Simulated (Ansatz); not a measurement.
`OC#CC[SiH3]` + H₂O → `OC#CO` + `C[SiH3]`  (formal hydrolysis of a C–C bond)

Program: Ansatz. Geometries: PBE0-D4/def2-TZVP. ΔE: electronic, gas phase. CBS: MP2 limit from def2 TZ/QZ plus the TZ coupled-cluster correction, frozen cores. This one scheme is used for every species. DFT in def2-TZVPP. Each species was taken in one conformer, which may not be the lowest.

`OC#CC[SiH3]`:

```xyz
11

O    -1.211    1.955    2.244
C    -0.851    1.364    1.135
C    -0.492    0.778    0.151
C    -0.030    0.025   -0.997
Si    0.943   -1.495   -0.438
H    -1.716    2.751    2.045
H    -0.868   -0.311   -1.618
H     0.619    0.633   -1.637
H     2.122   -1.075    0.361
H     0.076   -2.375    0.386
H     1.409   -2.252   -1.632
```

H₂O:

```xyz
3

O     0.105    0.265   -0.265
H    -0.746    0.180    0.171
H     0.641   -0.445    0.093
```

`OC#CO`:

```xyz
6

O    -0.678   -0.238    1.781
C    -0.260   -0.150    0.539
C     0.016   -0.024   -0.617
O     0.324   -0.014   -1.893
H     0.062   -0.460    2.357
H     0.537    0.885   -2.167
```

`C[SiH3]`:

Cartesian coordinates in Å:
```
C -0.554 0.389 0.719
Si 0.495 -0.348 -0.644
H -1.286 -0.337 1.080
H -1.094 1.267 0.361
H 0.067 0.693 1.565
H 1.229 -1.546 -0.154
H 1.494 0.642 -1.131
H -0.352 -0.759 -1.795
```

```
      species  r2SCANh energy (Eh)
`OC#CC[SiH3]`           -482.49204
          H₂O            -76.41862
      `OC#CO`           -227.70974
    `C[SiH3]`           -331.17114
```

Q: Work out ΔE.

A: ΔE = (-227.70974) + (-331.17114) − (-482.49204) − (-76.41862) = 0.02978 Eh = +78.2 kJ/mol. CCSD(T)/CBS gives +91.9 kJ/mol.

Largest T1 diagnostic among the species: 0.013.

In def2-TZVPP, CCSD(T) changes the Hartree–Fock value by +10.8 kJ/mol (the triples alone add +1.1 kJ/mol) and MP2 by +19.9 kJ/mol. The D4 term adds +5.9 kJ/mol with B3LYP and +3.4 kJ/mol with PBE0; it sums over pairs of atoms, weighted by their polarisabilities, and B3LYP, whose exchange is more repulsive, gets the larger term. From PBE to PBE0 (25 % exact exchange), in def2-TZVPP and without D4, ΔE moves by +4.2 kJ/mol.

B3LYP here is the variant with VWN-RPA as its local correlation; programs differ in this.
